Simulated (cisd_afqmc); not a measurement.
Input (AFQMC/CISD/cc-pVDZ; cisd_afqmc is a phaseless AFQMC code with CISD trial states that reads the integrals written by Ansatz):

Ansatz 0.2 input:
```python
import cisd_afqmc

open("ham.yaml", "w").write("""\
crystal:
  periodic: [false, false, false]
  atoms:
    - {symbol: Ge, position_ang: [-0.23573084, -0.19815230, 0.24916535]}
    - {symbol: H, position_ang: [-1.40674893, -0.04970419, -0.86477099]}
    - {symbol: O, position_ang: [1.02603746, 0.67437334, -0.69401262]}
    - {symbol: H, position_ang: [0.74183599, 0.99559101, -1.55641939]}
basis:
  gaussian:
    orbitals: cc-pVDZ
magnetization: {spin_polarized: false}
correlation: {method: ccsd, electrons: outside_noble_gas, hamiltonian_folder: ham}
""")
rep = cisd_afqmc.ansatz("ham.yaml")
e_ccsd = rep["correlation"]["coupled_cluster"]["energy"]["hartree"]
out = cisd_afqmc.run("ham", e_ccsd, trial="CISD", walkers=200, populations=8, threads=8, dt=0.005, steps=40, early=24, settle=10, least=32,
    cut=5e-5, rank_cut=2e-4, target=0.0004, seconds=1500, seed=1, memory=17280, gpu=False)
```

Output:

```
orbitals 36, occupied [6], factors 194 of 545, rank of the doubles 97 of 180
E(HF) = -2151.354477
E(CCSD) on the cut factors = -2151.649079, shift to the whole factors -0.000008
Energy of the trial state on the determinant = -2151.649140
  tau behind 7.2 of longer steps, mean of the populations' last blocks
   2.0  -2151.65731
   4.0  -2151.65835
   6.0  -2151.65750
   8.0  -2151.65735
blocks 342 (0 outliers left out), error by blocks joined: 1: 0.00020, 2: 0.00024, 4: 0.00029, 8: 0.00036, 16: 0.00035
E(AFQMC/CISD) = -2151.65792 +/- 0.00036
```
